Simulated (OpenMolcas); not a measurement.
## SiF4 (silicon tetrafluoride): the HOMO–LUMO gap, rung by rung

SiF4 has 5 atoms, charge 0, and is taken as a singlet. SMILES: `F[Si](F)(F)F`. The coordinates come from a PBE0-D4/def2-TZVP relaxation.

Quantity: the HOMO–LUMO gap, in eV. The values are calculated.

```
           level             kind     program  value (eV)  CPU time
  BLYP/6-311+G**              GGA  OpenMolcas           ?      32 s
   PBE/6-311+G**              GGA  OpenMolcas        9.42      32 s
revPBE/6-311+G**              GGA  OpenMolcas        9.38      32 s
  TPSS/6-311+G**         meta-GGA  OpenMolcas        9.75      40 s
r2SCAN/6-311+G**         meta-GGA  OpenMolcas       10.63      44 s
 B3LYP/6-311+G**    global hybrid  OpenMolcas       11.74      31 s
M06-2X/6-311+G**  hybrid meta-GGA  OpenMolcas           ?      41 s
  PBE0/6-311+G**    global hybrid  OpenMolcas       12.43      32 s
```

Question: Estimate what the levels marked ? give.

Answer: As computed at these levels: BLYP/6-311+G**: 9.32 eV; M06-2X/6-311+G**: 14.86 eV. The values span 9.32 to 14.86 eV. Orbital gaps aren't excitation energies; they tend to grow with the share of exact exchange. Times are those of the runs behind each value, whatever else they computed, on shared processors of several kinds: orders of magnitude only.
